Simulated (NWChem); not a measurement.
Species: CHBFNO; SMILES FBN=C=O

```xyz
6

B     -0.5092    -1.2354     0.0000
F      0.3297    -2.2684     0.0000
H     -1.7054    -1.4449     0.0000
N      0.0328     0.0780     0.0000
C      0.0344     1.2920     0.0000
O      0.1060     2.4674     0.0000
```
Atoms are numbered in this order, from 1.

Program: NWChem. Pople sets run with spherical d functions. All runs use the structure optimised with PBE-D3(BJ)/def2-SVP. Vertical excitations in the gas phase.

What does the run give for Hartree-Fock/6-31+G*, CIS? Quantities: lowest excitation, singlet (eV); oscillator strength of that lowest state; lowest state with f > 0.02, singlet (eV); oscillator strength of that bright state; orbital gap (eV).


```
Quantity                                  Result
----------------------------------------  ------
lowest excitation, singlet (eV)             7.05
oscillator strength of that lowest state   0.006
lowest state with f > 0.02, singlet (eV)    7.90
oscillator strength of that bright state   0.029
orbital gap (eV)                           14.01
```
